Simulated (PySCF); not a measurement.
PySCF 2.14 output of an unrestricted M06-L calculation on a single atom or ion in def2-TZVPPD with the def2 core potential (28 electrons) (6s4p3d2f1g, 56 functions), with scalar relativity through the core potential:

```
SCF conv_tol = 1e-09
number electrons alpha = 7  beta = 4
    Y. Zhao and D. G. Truhlar.,  J. Chem. Phys. 125, 194101 (2006)
    Y. Zhao and D. G. Truhlar.,  J. Chem. Phys. 125, 194101 (2006)
    Y. Zhao and D. G. Truhlar.,  Theor. Chem. Acc. 120, 215 (2008)
cycle= 1 E= -55.7620226971432  delta_E= -0.00588  |g|= 0.0231  |ddm|= 0.192
cycle= 2 E= -55.7622261974637  delta_E= -0.000204  |g|= 0.00693  |ddm|= 0.0339
cycle= 3 E= -55.7622533327579  delta_E= -2.71e-05  |g|= 0.00155  |ddm|= 0.0117
cycle= 4 E= -55.7622558691844  delta_E= -2.54e-06  |g|= 0.000494  |ddm|= 0.00367
cycle= 5 E= -55.762256235654  delta_E= -3.66e-07  |g|= 7.18e-05  |ddm|= 0.00179
cycle= 6 E= -55.76225624652  delta_E= -1.09e-08  |g|= 3.3e-05  |ddm|= 0.000279
cycle= 7 E= -55.7622562478288  delta_E= -1.31e-09  |g|= 3.45e-06  |ddm|= 0.000117
cycle= 8 E= -55.762256247844  delta_E= -1.52e-11  |g|= 1.42e-06  |ddm|= 1.31e-05
converged SCF energy = -55.762256247844  <S^2> = 3.7513626  2S+1 = 4.0006812
```

The run itself started from symmetry-adapted Hartree-Fock orbitals and held the occupation by maximum overlap, on a logarithmic radial grid, so the iterations belong to that start.

Question: Which element, charge and spin multiplicity is this?

Answer: Nb²⁺ (niobium, charge +2), multiplicity 4; the state was [Kr] 4d2 5p1, one real determinant (an excited configuration).

⟨L²⟩ = 13.97 against 20 for a pure G term, so this real determinant mixes terms. Energies and moments cover only the electrons outside the core potential.
